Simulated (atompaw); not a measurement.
**PBE PAW (atompaw) dataset for cadmium, scalar-relativistic all-electron reference.**

atompaw 4.2.0.5 input, output lines left out:

```
Cd 48
GGA-PBE scalarrelativistic loggrid 1500 logderivrange -10 5 376
5 5 4 0 0 0
5 1 0
0 0 0
c
c
c
v
v
c
c
v
v
c
v
2
1.95 1.80 1.55 1.10
n
n
y
0.1
n
bloechl besselshape
3 -0.5 troulliermartins
```

All-electron outer shells of the reference configuration (PBE, scalar-relativistic, ld1.x):

| shell | level (eV) | outermost node (bohr) | outermost maximum (bohr) |
| --- | --- | --- | --- |
| 3p | -601.27 | 0.14 | 0.32 |
| 3d | -393.64 | – | 0.27 |
| 4s | -105.92 | 0.43 | 0.79 |
| 4p | -66.97 | 0.43 | 0.84 |
| 4d | -11.73 | 0.42 | 0.98 |
| 5s | -5.66 | 1.07 | 2.35 |
| 5p | -1.18 | 1.20 | 3.33 |

Q: Does the generator finish with these settings?

A: Yes, a potential is produced.

Q: Estimate the cutoffs (Ry, on a coarse ladder) from which the occupation-weighted sum of valence levels, in a spherical-Bessel basis at the reference potential, stays within 10 and 1 mRy of its value at 400 Ry.

A: 110 Ry and 160 Ry.

Q: Does the potential have ghost states?

A: No extra level below or beside the all-electron valence levels (s, p, d, f tested).

Q: Is the overlap operator S = 1 + Σ q|β⟩⟨β| positive definite (Bessel basis up to 400 Ry)?

A: Yes: its lowest eigenvalue is 0.20 (s channel).
